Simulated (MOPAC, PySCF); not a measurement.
[Zr(H)4], neutral singlet in the gas phase. 

Z-matrix (Å, degrees):
```
Zr
H 1 1.8537
H 1 1.8537 2 109.47
H 1 1.8537 2 109.47 3 120.00
H 1 1.8537 2 109.47 4 120.00
```
Charge 0, multiplicity 1.

All levels are single points at this geometry (PBE-D3(BJ)/def2-SVP); Pople sets use spherical d functions. Orbital energies aren't observables, and empty levels follow the basis.

```
level                                     HOMO (eV)  LUMO (eV)  gap (eV)  dipole (D)  vertical IE, Delta-SCF (eV)
----------------------------------------  ---------  ---------  --------  ----------  ---------------------------
B3LYP-D3(BJ)/def2-TZVP in PySCF               -8.34      -2.76      5.58        0.00                            –
PBE-D3(BJ)/def2-TZVP in PySCF                 -7.20      -3.52      3.69        0.00                            –
TPSSh-D3(BJ)/def2-TZVP in PySCF               -7.96      -2.90      5.06        0.00                            –
B3LYP/6-311+G** (LANL2DZ on Zr) in PySCF      -8.47      -3.04      5.43        0.00                            –
B3LYP/6-31G* (LANL2DZ on Zr) in PySCF         -8.56      -3.12      5.44        0.00                        11.03
B3LYP/LANL2DZ in PySCF                        -8.53      -3.09      5.43        0.00                            –
BP86/6-31G* (LANL2DZ on Zr) in PySCF          -7.57      -4.01      3.56        0.00                            –
M06-2X/6-31G* (LANL2DZ on Zr) in PySCF        -9.91      -2.08      7.84        0.00                            –
PBE/6-31G* (LANL2DZ on Zr) in PySCF           -7.44      -3.86      3.58        0.00                            –
SVWN5/6-31G* (LANL2DZ on Zr) in PySCF         -7.45      -4.13      3.32        0.00                            –
HF/6-31G* (LANL2DZ on Zr) in PySCF           -11.99       0.48     12.47        0.00                        10.43
PM6 in MOPAC                                  -7.98      -0.35      7.63        0.00                            –
PM7 in MOPAC                                  -8.76       2.07     10.83        0.00                            –
```
